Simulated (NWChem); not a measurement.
Molecule: CH₄Br₂Si; SMILES Br[SiH](Br)C

```xyz
8

Si    -0.7090     0.4761     0.0000
C     -2.3322    -0.4312     0.0000
Br     0.4522    -0.0709    -1.8187
Br     0.4522    -0.0709     1.8187
H     -0.8572     1.9541     0.0000
H     -2.9136    -0.1640    -0.8961
H     -2.9136    -0.1640     0.8961
H     -2.1640    -1.5182     0.0000
```
Atoms are numbered in this order, from 1.

All runs: NWChem. Geometry optimised at PBE0/def2-SVP; all other runs use it. This build's default masses of Se (78.918 u) and Br (79.917 u) are each other's, which moves their modes by up to 0.6 %.

```csv
quantity,level,value
"isotropic polarisability (bohr³), static",PBE0/def2-SVPD,___
−ε(HOMO) (eV),PBE/def2-SVP,___
dipole in solution (D) in n-hexane,"PBE0/def2-SVP, SMD",2.35
"vertical, lowest state with f > 0.02, singlet (eV)","PBE0/def2-SVPD, TDA",6.67
dipole (D),PBE0/def2-SVP,___
highest harmonic frequency (cm⁻¹),PBE0/def2-SVP,3181
```

### Question
Fill in the missing entries.

### Answer

- isotropic polarisability (bohr³), static, value: 81.9
- −ε(HOMO) (eV), value: 6.98
- dipole (D), value: 2.09
